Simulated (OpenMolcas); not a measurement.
**Mo4+: CASPT2 settings compared**

```json
{"Program": "OpenMolcas 26.06", "Basis": "ANO-R2 [7s5p4d2f1g]", "Scalar Hamiltonian": "X2C, finite nucleus", "Active space": "2 electrons in 5 orbitals (4d)", "State averaging": "2S+1 = 3 even, 10 roots; 2S+1 = 1 even, 14 roots kept (CI in the orbitals of an earlier block)", "Spin-orbit coupling": "RASSI with atomic mean-field integrals over the reference wave functions, term energies averaged over their components"}
```

Methods on the same reference wave functions:
A. CASSCF
B. SS-CASPT2, IPEA 0 Eh, no level shift (closed shells correlated: 3d 4s 4p)
C. SS-CASPT2, IPEA 0.2 Eh, imaginary shift 0.25 Eh (closed shells correlated: 4s 4p)
D. XMS-CASPT2, IPEA 0.3 Eh, real shift 0.3 Eh (closed shells correlated: 4s 4p)

Energies in cm-1 above 4d2 3F2, the measured ground level; measured values from Sugar and Musgrove, J. Phys. Chem. Ref. Data 17, 155 (1988).

```json
{"Level": "4d2 3F2", "A": "0.0", "B": "0.0", "C": "0.0", "D": "0.0", "Measured": "0.0"}
{"Level": "4d2 3F3", "A": "1527", "B": "1574", "C": "1572", "D": "1562", "Measured": "1578"}
{"Level": "4d2 3F4", "A": "3306", "B": "3340", "C": "3340", "D": "3330", "Measured": "3357"}
{"Level": "4d2 1D2", "A": "12707", "B": "9800", "C": "9910", "D": "10360", "Measured": "10190"}
{"Level": "4d2 3P0", "A": "13942", "B": "11340", "C": "11730", "D": "11760", "Measured": "11161"}
{"Level": "4d2 3P1", "A": "14399", "B": "11800", "C": "12190", "D": "12220", "Measured": "11807"}
{"Level": "4d2 3P2", "A": "15983", "B": "13310", "C": "13640", "D": "13760", "Measured": "13408"}
{"Level": "4d2 1G4", "A": "19281", "B": "16630", "C": "16620", "D": "16900", "Measured": "16354"}
```

Deviations, from unrounded energies. A percentage is the sum of absolute deviations over the sum of measured energies, with the sign that they share, or ± where signs differ.

| Against measurement | Levels | A | B | C | D |
| --- | --- | --- | --- | --- | --- |
| mean absolute deviation (cm-1) | 7 | 1900 | 140 | 250 | 300 |
| fine structure of the ground term (%) | 2 | -2.1 | -0.4 | -0.5 | -0.8 |
| other terms of the ground configuration (%) | 5 | +21.3 | ±1.5 | ±2.8 | +3.3 |

B lies closest to measurement on these levels and A furthest from it. The largest miss of B in the table is 4d2 1D2, by -390 cm-1. The ranking rests on the paired levels alone, and a cruder setting can come out closer through cancelling errors.

Among B to D the level of the table that moves most is 4d2 1D2, by 560 cm-1 (lowest in B, highest in D). Moves below CASPT2's spread within the term are not significant.

The mean deviations of B to D differ by less than CASPT2's widest spread within a term (1700 cm-1), so their order carries little weight.

From A to B the spin-free energies of the other terms of 4d2 shown, above 3F, scale by factors of 0.73 to 0.84, as is usual when dynamic correlation screens the repulsion within a d or f shell.

The lowest spin-free term lies below A's lowest term by 0.292 hartree in B, 0.249 hartree in C, 0.251 hartree in D.

CASPT2 does not keep the components of a term degenerate, so their means are used; among the terms shown or strongly mixed into the levels shown the widest spread is 1700 cm-1 (4d2 3F, D). Terms from blocks run as CI alone lack orbitals of their own. Without dynamic correlation excited terms often stand tens of per cent too high (terms of higher spin than the ground term too low), and those without a measured partner can miss by more than the paired ones (holds for A). Computed and measured levels are paired by configuration, term and J; levels that our copy of the source lacks, or whose pairing is in doubt (as where it misses far off the trend of its configuration), stay unpaired and out of the deviations. Levels of configurations outside the active space are missing.
